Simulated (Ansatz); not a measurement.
`C[N](C)[AlH2]` and `C=CN(C)C` differ in one atom or group.

Ansatz, PBE0-D4/def2-TZVP geometries, multiplicity 1. Each molecule was computed in one conformer, which needn't be the lowest.

```csv
property,`C[N](C)[AlH2]`
HOMO–LUMO gap (B3LYP/def2-TZVPP) / eV,5.32
HOMO energy (PBE/def2-TZVPP) / eV,-5.29
HOMO energy (B3LYP/def2-TZVPP) / eV,-6.28
LUMO energy (PBE/def2-TZVPP) / eV,-1.50
"ideal-gas entropy at 298 K and 1 bar (rigid rotor, harmonic PBE0-D4/def2-TZVP) / J/(mol·K)",313
HOMO energy (PBE0/def2-TZVPP) / eV,-6.47
```

(1) What does the change do to each property? (An estimate is asked.)

Answers

(1) Computed: 
```json
{"property": "HOMO–LUMO gap (B3LYP/def2-TZVPP) / eV", "`C=CN(C)C`": "6.14", "shift": "0.82"}
{"property": "HOMO energy (PBE/def2-TZVPP) / eV", "`C=CN(C)C`": "-4.55", "shift": "0.74"}
{"property": "HOMO energy (B3LYP/def2-TZVPP) / eV", "`C=CN(C)C`": "-5.46", "shift": "0.82"}
{"property": "LUMO energy (PBE/def2-TZVPP) / eV", "`C=CN(C)C`": "0.02", "shift": "1.52"}
{"property": "ideal-gas entropy at 298 K and 1 bar (rigid rotor, harmonic PBE0-D4/def2-TZVP) / J/(mol·K)", "`C=CN(C)C`": "320", "shift": "7"}
{"property": "HOMO energy (PBE0/def2-TZVPP) / eV", "`C=CN(C)C`": "-5.65", "shift": "0.82"}
```

With PBE0 the HOMO rises by 0.82 eV and the LUMO rises by 1.72 eV, so the gap widens by about 0.90 eV. PBE moves the HOMO by 0.74 eV and ωB97M-V by 0.93 eV. The zero-point energy changes by 78.2 kJ/mol with +6 modes.

B3LYP here is the variant with VWN-RPA as its local correlation; programs differ in this.
